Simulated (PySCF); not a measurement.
## Static response to an electric field

C6H4NS (charge +1).
SMILES with atom numbers: `[N:1]#[C:2][c:3]1[cH:4][cH:5][cH:6][cH:7][s+:8]1` (hydrogens: H9 on C4; H10 on C5; H11 on C6; H12 on C7)

Structure used (GFN2-xTB), in Å, numbered top down from 1:
```
atom  x, y, z in Å
N1     3.6969   -0.7630   -0.1288
C2     2.5658   -0.6024   -0.0880
C3     1.1648   -0.3880   -0.0389
C4     0.6544    0.8999   -0.0375
C5    -0.7062    1.1739    0.0076
C6    -1.6759    0.1736    0.0565
C7    -1.3676   -1.1651    0.0640
S8     0.1982   -1.8020    0.0158
H9     1.3602    1.7203   -0.0742
H10   -1.0238    2.2067    0.0045
H11   -2.7186    0.4591    0.0903
H12   -2.1471   -1.9138    0.1026
```

Level: CAM-B3LYP/def2-SVPD (PySCF), static field, nuclei fixed, core orbitals frozen in the response. The polarisability tensor in these axes (au):

```
x   120.85  -5.58  -2.66
y    -5.58  87.36  -0.36
z    -2.66  -0.36  46.47
```

What are the eigenvalues, a third of the trace, and Δα (Δα² = ½Σ(αi − αj)² over the three pairs)?

Principal values 46.37, 86.47 and 121.84 au; mean 84.89 au = 12.58 Å³ = 14.00 × 10⁻⁴⁰ C²·m²/J; Δα = 65.40 au (77 % of the mean).

Give the eigenvalues of the traceless quadrupole moment Θ = ½Σq(3rr − r²1), origin at the centre of nuclear charge.

-12.85, 1.04, 11.80 D·Å. The values depend on the origin, since the species is charged. The electronic extent ⟨r²⟩ about the same centre is 1013 bohr², a root-mean-square distance of 2.14 Å for the 62 electrons.

Along which axes do the principal values lie, and how far do the nuclei extend along each?

Largest value along (0.99, -0.16, -0.03), where the nuclei span 6.53 Å; middle along (0.16, 0.99, -0.02), 4.25 Å; least along (0.04, 0.01, 1.00), 0.00 Å. The response follows the extents in order.

What depolarisation ratio follows for Rayleigh scattering of linearly polarised light, taking the static tensor?

ρ = 3Δα²/(45ᾱ² + 4Δα²) = 12832.8/(324306 + 17110.4) = 0.0376.

Form Σ f/ω² (atomic units) for the 8 lowest TDDFT singlets, given as eV and f, and set it beside the mean polarisability, which is this sum over all singlets: 4.41, 0.1607; 5.06, 0.0006; 5.27, 0.0448; 6.02, 0.0002; 6.10, 0.0089; 6.21, 0.2485; 6.44, 0.2039; 6.51, 0.0007.

They add up to 15.94 au, 18.8 % of the 84.89 au; the largest single term is 6.12 au, from the state at 4.41 eV. Terms in order: 6.12, 0.02, 1.19, 0.00, 0.18, 4.77, 3.65, 0.01 au. Higher excitations give the rest. The strengths listed sum to 0.668.

Isolated species at its GFN2-xTB geometry, gas phase.
